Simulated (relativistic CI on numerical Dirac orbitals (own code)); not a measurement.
## Sc+ in a cubic cluster: 1s photoemission with charge transfer

Computed with a charge-transfer multiplet model of a cubic metal-ligand cluster with up to 2 ligand holes, Slater and spin-orbit integrals from Dirac-Coulomb-Breit ions, Slater integrals scaled by 0.9. The ground state mixes d2 with configurations of k ligand holes L, whose averages lie at kΔ + k(k − 1)U_dd/2; a core hole lowers each added d electron by U_cd. 300 K, Lorentzian 1.1 eV and Gaussian 0.6 eV FWHM.

Atomic integrals in eV (Slater integrals scaled, ζ unscaled), ground: F2dd 5.299, F4dd 3.246, zeta_d 0.005; with the core hole: F2dd 7.491, F4dd 4.659, zeta_d 0.014, G2cd 0.026.

Cluster parameters (eV): U_dd = 4.6, U_cd = 5.1, 10Dq = 0.7, 10Dq(ligand) = 1.4, V(eg) = 1.75, V(t2g) = -0.89, final-state hopping factor = 1.

```csv
Case,n_d,d2,d3L,d4L2,S
Δ = 7.8 eV,2.21,0.80,0.19,0.01,1.00
Δ = 8.8 eV,2.17,0.84,0.16,0.01,1.00
Δ = 11.8 eV,2.10,0.90,0.10,0.00,1.00
```

Weights, n_d and S are thermal averages at 300 K. Binding energies count from the first peak over 30 % of the highest in each spectrum, which can be another peak from case to case. The parameters are a model scan and need not match a compound or its usual spin state. Peaks in eV (height, largest 100):
- Δ = 7.8 eV: 0.0 (100), 4.9 (6), 7.1 (10)
- Δ = 8.8 eV: 0.0 (100), 5.5 (5), 7.4 (7)
- Δ = 11.8 eV: 0.0 (100)

Curve for Δ = 8.8 eV (points under 2 left out, the grid thinned):

E (eV), Intensity and a bar:
```
     -3.4        3.1 
     -3.1        3.7 
     -2.8        4.5 #
     -2.6        5.2 #
     -2.3        6.6 #
     -2.0        8.6 ##
     -1.8       10.5 ###
     -1.5       14.9 ####
     -1.2       22.2 ######
     -0.9       35.4 ##########
     -0.6       57.8 #################
     -0.4       76.8 #######################
     -0.1       98.3 ##############################
      0.2       93.1 ############################
      0.4       76.5 #######################
      0.7       49.0 ###############
      1.0       30.1 #########
      1.3       19.3 #####
      1.6       13.2 ###
      1.8       10.6 ###
      2.1        8.0 ##
      2.4        6.2 #
      2.6        5.4 #
      2.9        4.5 #
      3.2        3.8 #
      3.5        3.4 
      3.8        3.2 
      4.0        3.2 
      4.3        3.4 
      4.6        3.9 #
      4.8        4.3 #
      5.1        4.9 #
      5.4        5.2 #
      5.7        5.0 #
      6.0        4.7 #
      6.2        4.7 #
      6.5        4.9 #
      6.8        5.6 #
      7.0        6.3 #
      7.3        7.1 ##
      7.6        6.8 #
      7.9        5.3 #
      8.2        3.7 #
      8.4        2.9 
      8.7        2.1
```

For the case Δ = 8.8 eV, Δ = 8.8 eV is larger than U_dd = 4.6 eV, the Mott-Hubbard side of the Zaanen-Sawatzky-Allen scheme. With the core hole the configuration with one ligand hole lies at Δ − U_cd = 2.7, 3.7, 6.7 eV from the one without, in the order of the table; where this is negative the screened configuration lies lower, though the effective hopping of about 3.9 eV (from the holes of the mixed ground state) mixes the two strongly wherever it is as large as the gap.
